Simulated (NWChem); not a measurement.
Species: SiBr$_{4}$; SMILES Br[Si](Br)(Br)Br

Results from NWChem. Pople sets run with spherical d functions. Coordinates come from a PBE0/def2-SVP optimisation. Total energies compare along this basis series because the functional is fixed.

| level | basis functions | energy (Ha) | highest occupied level (eV) | orbital gap (eV) | relative time |
|---|---|---|---|---|---|
| B3LYP/STO-3G | 81 | -10470.2736 | -5.69 | 6.95 | 1 |
| B3LYP/3-21G | 101 | -10535.2709 | -8.26 | 6.25 | 1 |
| B3LYP/6-31G* | 146 | -10585.1674 | -8.42 | 6.28 | 7 |
| B3LYP/def2-SVP | 146 | -10585.0808 | -8.26 | 6.50 | 3 |
| B3LYP/def2-SVPD | 188 | -10585.0962 | -8.45 | 6.24 | 5 |
| B3LYP/def2-TZVP | 229 | -10586.4425 | -8.42 | 6.41 | 10 |
| B3LYP/aug-cc-pVTZ | 286 | -10586.6289 | -8.44 | 6.32 | 200 |

The last column is a rough cost ratio, cheapest run = 1.
